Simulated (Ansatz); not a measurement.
`FC(Cl)[TeH]` + PH₃ → `P[TeH]` + `FCCl` at 600 K and 1 bar (ligand exchange at a Te–C bond).

Computed with Ansatz on PBE0-D4/def2-TZVP structures; ΔE is electronic, products minus reactants. CBS: MP2 limit from def2 TZ/QZ plus the TZ coupled-cluster correction, frozen cores. This one scheme is used for every species. def2 core potentials past Kr. For Te outer-core shells are correlated without core-valence functions, which leaves a few kJ/mol of doubt a bond.

```
      species  CCSD(T)/CBS energy (Eh)  H − E (kJ/mol)  S (J/(mol·K))
`FC(Cl)[TeH]`               -866.51961           114.6          393.1
          PH₃               -342.72256            86.3          240.2
     `P[TeH]`               -610.46278            98.4          337.9
       `FCCl`               -598.81139           110.6          304.1
```

H − E and S are ideal-gas, rigid-rotor, harmonic terms from PBE0-D4/def2-TZVP, for one conformer and one mirror image of each species. 1 Eh = 2625.50 kJ/mol, R = 8.31446 J/(mol·K).

Problem. By hand: ΔE, ΔH, ΔS and ΔG.

Solution. ΔE = (-610.46278) + (-598.81139) − (-866.51961) − (-342.72256) = -0.03200 Eh = -84.0 kJ/mol. Δ(H − E) = 98.4 + 110.6 − 114.6 − 86.3 = 8.1, so ΔH = -75.9 kJ/mol. ΔS = 337.9 + 304.1 − 393.1 − 240.2 = 8.7 J/(mol·K). ΔG = -75.9 − 600 × (8.7)/1000 = -81.1 kJ/mol.

Problem. By hand: the equilibrium constant, and the temperature at which ΔG would vanish if ΔH and ΔS stayed fixed.

Solution. log₁₀ K = −ΔG/(RT ln 10) = 7.1. ΔH and −TΔS have one sign here, so there is no such temperature.

The number of gas molecules stays the same, so ΔS is small and ΔH decides. A doubt of 5 kJ/mol in ΔE shifts log₁₀ K by 0.4 here. Other conformers and mirror images would add mixing entropy, several J/(mol·K) or more a flexible species. These are equilibria of isolated gas molecules and say nothing of rates. Largest T1 diagnostic: 0.013 (customary marks: 0.02 for closed shells, 0.045 for open ones).

ΔS is within the doubt of such terms, so its sign, and with it that verdict, could turn.
